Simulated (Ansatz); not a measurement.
System: WF$_{3}$, net charge 0, quartet state. The spin state was set by rule; other spins were not relaxed. 
Structure (B3LYP-D3(BJ)/def2-TZVP (Ansatz, a program for electronic structure) minimum search):
```xyz
4

W      0.0000     0.0000     0.0000
F      1.8159    -0.3552    -0.3197
F     -0.7850    -0.5139     1.6266
F     -1.0309     0.8691    -1.3068
```
Charge 0, spin multiplicity 4.

Quantity: atomisation energy (electronic, to ground-state atoms), in kcal/mol. Cores are frozen in the correlated levels unless marked. Open shells are spin-unrestricted. Spin-orbit coupling is left out. The frozen core is the preceding noble-gas configuration, with the filled d and f shells of earlier blocks. Past Kr the def2 sets carry scalar-relativistic core potentials. The coupled-cluster limit lacks core correlation, which all-electron functionals hold. Basis-set limits of correlation are two-point, X^-3; Hartree-Fock from the larger set. The bracket is a focal-point correction in the basis named.

```json
[
 {"level": "SVWN5/def2-TZVPD", "program": "Ansatz", "atomisation energy (kcal/mol)": "___"},
 {"level": "r2SCAN-D3(BJ)/def2-TZVPD", "program": "Ansatz + dftd3", "atomisation energy (kcal/mol)": "403.8"},
 {"level": "B3LYP/def2-TZVPD", "program": "Ansatz", "atomisation energy (kcal/mol)": "393.1"},
 {"level": "PBE0/def2-TZVPD", "program": "Ansatz", "atomisation energy (kcal/mol)": "___"},
 {"level": "BHLYP-D4/def2-TZVPD", "program": "Ansatz + dftd4", "atomisation energy (kcal/mol)": "367.0"},
 {"level": "r2SCANh-D4/def2-TZVPD", "program": "Ansatz + dftd4", "atomisation energy (kcal/mol)": "394.5"},
 {"level": "LC-wPBE-D3(BJ)/def2-TZVPD", "program": "Ansatz + dftd3", "atomisation energy (kcal/mol)": "410.5"},
 {"level": "SCS-MP2/def2-SVPD", "program": "Ansatz", "atomisation energy (kcal/mol)": "389.8"},
 {"level": "RI-MP2/CBS(def2-TZVPP,def2-QZVPP)+[CCSD(T)-MP2]/def2-TZVPP", "program": "Ansatz", "atomisation energy (kcal/mol)": "399.0"}
]
```

Q: Fill in the missing entries.

A: 
- SVWN5/def2-TZVPD, atomisation energy (kcal/mol): 476.1
- PBE0/def2-TZVPD, atomisation energy (kcal/mol): 392.6
